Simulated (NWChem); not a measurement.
Program: NWChem. System: I$_{2}$, charge 1, spin multiplicity 2, at the geometry of a parent with another charge or spin, in a state set for the comparison that need not be this species' ground state. Its SCF solution wasn't tested for a lower state. Level: UB3LYP/def2-SVPD with def2 effective core potentials on I, VWN1-RPA local correlation.

Output (cleaned and shortened):

```
             Northwest Computational Chemistry Package (NWChem) 7.3.0
             --------------------------------------------------------

                                NWChem Input Module
                                -------------------

 Scaling coordinates for geometry "geometry" by  1.889725989
 (inverse scale =  0.529177249)

 Turning off AUTOSYM since
 SYMMETRY directive was detected!

                             Geometry "geometry" -> ""
                             -------------------------

 Output coordinates in angstroms (scale by  1.889725989 to convert to a.u.)

  No.       Tag          Charge          X              Y              Z
 ---- ---------------- ---------- -------------- -------------- --------------
    1 I                   53.0000     0.00000000     0.00000000     1.34122000
    2 I                   53.0000     0.00000000     0.00000000    -1.34122000

 Effective nuclear repulsion energy (a.u.)     554.1443210063

            Nuclear Dipole moment (a.u.)
            ----------------------------
        X                 Y               Z
 ---------------- ---------------- ----------------
     0.0000000000     0.0000000000     0.0000000000

      Symmetry information
      --------------------

 Group name             D2h
 Group number             26
 Group order               8
 No. of unique centers     1

      Symmetry unique atoms

     1


 Summary of "ao basis" -> "" (spherical)
 ------------------------------------------------------------------------------
       Tag                 Description            Shells   Functions and Types
 ---------------- ------------------------------  ------  ---------------------
 *                         def2-svpd                  on all atoms

                                 NWChem DFT Module
                                 -----------------

 Summary of "ao basis" -> "ao basis" (spherical)
 ------------------------------------------------------------------------------
       Tag                 Description            Shells   Functions and Types
 ---------------- ------------------------------  ------  ---------------------
 I                         def2-svpd                13       35   5s5p3d

 Summary of "ao basis" -> "ao basis" (spherical)
 ------------------------------------------------------------------------------
       Tag                 Description            Shells   Functions and Types
 ---------------- ------------------------------  ------  ---------------------
[...]
 Vector   26  Occ=0.000000D+00  E=-3.715296D-01  Symmetry=b1u
              MO Center= -2.7D-16, -3.6D-16, -3.3D-15, r^2= 4.5D+00
   Bfn.  Coefficient  Atom+Function         Bfn.  Coefficient  Atom+Function
  ----- ------------  ---------------      ----- ------------  ---------------
    14      0.521917  1 I  pz                49      0.521917  2 I  pz
    17      0.499689  1 I  pz                52      0.499689  2 I  pz
     3     -0.207250  1 I  s                 38      0.207250  2 I  s
    11     -0.197070  1 I  pz                46     -0.197070  2 I  pz
     8     -0.158317  1 I  pz                43     -0.158317  2 I  pz

 Vector   27  Occ=0.000000D+00  E=-1.618839D-01  Symmetry=ag
              MO Center= -2.1D-16, -1.3D-16, -4.4D-14, r^2= 8.1D+00
   Bfn.  Coefficient  Atom+Function         Bfn.  Coefficient  Atom+Function
  ----- ------------  ---------------      ----- ------------  ---------------
     5      0.904018  1 I  s                 40      0.904018  2 I  s
     4     -0.551946  1 I  s                 39     -0.551946  2 I  s
     3     -0.290454  1 I  s                 38     -0.290454  2 I  s
    33     -0.132909  1 I  d  0              68     -0.132909  2 I  d  0
    28     -0.108164  1 I  d  0              63     -0.108164  2 I  d  0

   alpha - beta orbital overlaps
   -----------------------------

   alpha      1      2      3      4      5      6      7      8      9     10
    beta      1      2      3      4      5      6      7      8      9     10
 overlap   1.000  1.000  1.000  1.000  1.000  1.000  1.000  1.000  0.996  1.000

   alpha     11     12     13     14     15     16     17     18     19     20
    beta     11     12     13     14     15     16     17     18     19     20
 overlap   0.995  1.000  1.000  1.000  1.000  1.000  0.996  0.995  1.000  1.000

   alpha     21     22     23     24     25     26     27     28     29     30
    beta     21     23     22     25     24     26     27     29     32     28
 overlap   1.000  0.999  1.000  1.000  1.000  1.000  0.999  0.986  0.995  0.999

   alpha     31     32     33     34     35     36     37     38     39     40
    beta     31     30     33     34     35     37     36     39     38     40
 overlap   1.000  1.000  0.997  0.986  1.000  0.999  1.000  0.991  1.000  0.992

   alpha     41     42     43     44     45     46     47     48     49     50
    beta     41     43     42     44     45     46     47     48     49     50
 overlap   0.999  0.999  1.000  1.000  0.998  1.000  1.000  0.998  1.000  1.000

   alpha     51     52     53     54     55     56     57     58     59     60
    beta     51     53     54     52     56     55     57     58     59     60
 overlap   1.000  1.000  0.982  1.000  0.952  0.985  1.000  0.951  1.000  1.000

   alpha     61     62     63     64     65     66     67     68     69     70
    beta     61     62     63     64     65     66     67     68     69     70
 overlap   1.000  1.000  1.000  1.000  1.000  1.000  1.000  1.000  1.000  1.000

     --------------------------
     Expectation value of S2:
     --------------------------
      <S2> =      0.7521 (Exact =     0.7500)

 center of mass
 --------------
 x =   0.00000000 y =   0.00000000 z =   0.00000000

 moments of inertia (a.u.)
 ------------------
        1630.386986000535           0.000000000000           0.000000000000
           0.000000000000        1630.386986000535           0.000000000000
           0.000000000000           0.000000000000           0.000000000000

     Multipole analysis of the density
     ---------------------------------

     L   x y z        total         alpha         beta         nuclear
     -   - - -        -----         -----         ----         -------
     0   0 0 0      1.000000    -25.000000    -24.000000     50.000000

     1   1 0 0     -0.000000     -0.000000     -0.000000      0.000000
     1   0 1 0      0.000000     -0.000000      0.000000      0.000000
     1   0 0 1     -0.000000     -0.000000     -0.000000      0.000000

     2   2 0 0    -35.370489    -19.541391    -15.829098      0.000000
     2   1 1 0     -0.000000     -0.000000     -0.000000      0.000000
     2   1 0 1     -0.000000     -0.000000      0.000000      0.000000
     2   0 2 0    -37.845499    -19.479942    -18.365557      0.000000
     2   0 1 1     -0.000000     -0.000000      0.000000      0.000000
     2   0 0 2    -22.905821   -176.392067   -167.707971    321.194217

 Task  times  cpu:        1.7s     wall:        1.7s

 Total times  cpu:        1.8s     wall:        1.8s
```

### Question
Write an NWChem input that would produce this output.

### Answer
This is not unique; one that fits is 
```
start mol
memory heap 200 mb stack 900 mb global 1100 mb
charge 1
geometry units angstroms nocenter noautoz
  I      0.000000     0.000000     1.341220
  I      0.000000     0.000000    -1.341220
  symmetry group D2h
end
basis spherical
  * library def2-svpd
end
ecp
  I library def2-ecp
end
dft
  xc b3lyp
  odft
  mult 2
  semidirect memsize 60000000 filesize 0
  iterations 100
end
task dft energy
```
